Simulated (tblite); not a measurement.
C6H11O2 (doublet state).
Z-matrix (Å and degrees, GFN2-xTB geometry), rows numbered from 1:
```
C 
C   1  1.5334
C   2  1.5254  1  111.36
C   2  1.5073  1  107.98  3  -121.48
O   4  1.3989  2  116.69  1   -68.63
C   5  1.4301  4   94.16  2  -137.34
C   6  1.5495  5   92.79  4    16.49
O   7  1.2681  4  116.80  2  -102.66
H   1  1.0866  2  109.94  3   177.43
H   1  1.0874  2  110.45  3    57.35
H   1  1.0870  2  109.74  3   -62.56
H   2  1.0950  1  108.41  3   121.08
H   3  1.0872  2  110.70  1  -177.91
H   3  1.0876  2  110.33  1   -58.28
H   3  1.0868  2  110.23  1    61.71
H   4  1.0961  2  112.85  1    63.58
H   6  1.0932  5  112.11  4  -100.11
H   6  1.0911  5  110.89  4   135.31
H   7  1.1105  4  101.83  2    24.97
```

All values are computed: GFN2-xTB (tblite) harmonic vibrations without scaling, gas phase. Against measured fundamentals such values can be off by several per cent, at times by over 20. One conformer, not necessarily the lowest. Open shells enter through the occupations alone, without spin polarisation, and single modes of such species can be off by tens of per cent.

Harmonic wavenumbers (cm⁻¹): 63.8, 111.3, 137.8, 188.0, 216.4, 225.5, 311.8, 342.9, 409.6, 433.9, 470.6, 554.3, 659.9, 843.9, 890.4, 950.4, 955.7, 971.7, 985.6, 1044.2, 1053.1, 1086.0, 1093.8, 1136.7, 1142.6, 1163.3, 1179.5, 1215.8, 1259.2, 1290.7, 1299.0, 1342.3, 1394.4, 1413.9, 1418.1, 1432.2, 1481.7, 1487.5, 1493.3, 1499.2, 2697.8, 2895.5, 2944.0, 2952.5, 2962.2, 3037.6, 3039.3, 3042.5, 3046.7, 3049.5, 3054.0.

A = 3178, B = 1612, C = 1158 MHz; mass 115.076 u (most abundant isotopes); point group C1, symmetry number 1; spin multiplicity 2.

Problem. What is the zero-point energy?

Solution. ½Σν̃ = 34686 cm⁻¹ = 414.94 kJ/mol.

Problem. Entropy at 298.15 K, 1 bar (ideal gas, RRHO, classical rotation)?

Solution. Translation 168.04, rotation 118.76, vibration 100.50, spin (R ln 2) 5.76: S = 393.1 J/(mol K).

Problem. And Cp and H(298.15 K) − H(0)?

Solution. Cp = 147.01 J/(mol K), of which vibrations give 113.75 (their classical limit is 51 R = 424.0); H(298.15 K) − H(0) = 26.54 kJ/mol without the zero-point energy, 16.62 from vibrations.

Problem. Blend soft modes into free rotors: weight 1/[1 + (100 cm⁻¹/ν̃)⁴] for the oscillator and the rest for a rotor with moment μB/(μ + B), μ = h/(8π²ν), B = 10⁻⁴⁴ kg m². What vibrational entropy results?

Solution. 95.78 J/(mol K) in place of 100.50, which changes −T·S at 298.15 K by +1.41 kJ/mol.

Problem. How do the functions run with temperature in this model?

Solution. 
```csv
T (K),S (J/(mol K)),Cp (J/(mol K)),H − H(0) (kJ/mol),G − H(0) (kJ/mol),ln q(vib)
100,281.1,71.6,4.93,-23.18,1.06
200,342.6,109.0,14.02,-54.51,3.19
300,394.0,147.8,26.81,-91.38,5.42
500,488.3,225.5,64.41,-179.74,9.98
800,613.0,304.1,144.90,-345.47,16.80
1000,684.7,338.2,209.31,-475.37,21.15
```

q(vib) and H(0) count from the zero-point level.

Problem. What must be added to the electronic energy to get the Gibbs energy at 298.15 K and 1 bar?

Solution. ZPE + [H(298.15 K) − H(0)] − T·S = 414.94 + 26.54 − 117.19 = 324.29 kJ/mol.

Problem. Which modes carry the vibrational entropy at 298.15 K?

Solution. 63.8 cm⁻¹: 18.14; 111.3 cm⁻¹: 13.58; 137.8 cm⁻¹: 11.86; 188.0 cm⁻¹: 9.40; 216.4 cm⁻¹: 8.32; 225.5 cm⁻¹: 8.01 J/(mol K); the other 45 give 31.18 together.

Hindered rotation and anharmonicity are outside this model. Other conformers, if any are populated, would add a mixing term that is left out. The structure is chiral; the term R ln 2 for an equal mix with its mirror image is left out.
